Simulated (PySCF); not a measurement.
CHCl, neutral, multiplicity 1. Atoms are numbered in the order given.

```xyz
3

C     -0.1771    -1.1678     0.0000
Cl     0.0111     0.5020     0.0000
H      0.8742    -1.5278     0.0000
```

The structure is a stationary point at PBE0-D3(BJ)/def2-TZVPD. The isomer is the one that the SMILES or the coordinates give; other isomers of the formula were not compared.

Vertical ionisation energy (IE) and electron affinity (EA) in eV. Rows of orbital energies are one-electron estimates. Where ΔSCF, EOM or ADC give a negative EA the extra electron is unbound and the value depends on the basis.

| level | IE | EA |
|---|---|---|
| −ε(HOMO), −ε(LUMO), PBE0/def2-TZVPD (PySCF) | [?] | [?] |
| −ε(HOMO), −ε(LUMO), PBE/def2-TZVPD (PySCF) | 5.65 | 4.47 |
| EOM-CCSD/aug-cc-pVDZ (PySCF) | 9.69 | 0.68 |
| ADC(2)/aug-cc-pVDZ (PySCF) | 9.31 | 1.08 |

Question: Complete the blanks. (The exact figures need the calculation; the answer reports its results.)

Answer: 
- −ε(HOMO), −ε(LUMO), PBE0/def2-TZVPD (PySCF), IE: 7.04
- −ε(HOMO), −ε(LUMO), PBE0/def2-TZVPD (PySCF), EA: 3.30

Question: Beyond the first one, list the lowest photoelectron lines from ADC(2)/aug-cc-pVDZ in PySCF 2.14.0 with their pole strengths (two spins summed). (An estimate is asked for; the answer gives what the named calculation found.)

Answer: 12.84 eV (1.78), 13.32 eV (1.82), 15.39 eV (1.79), 20.71 eV (1.70).
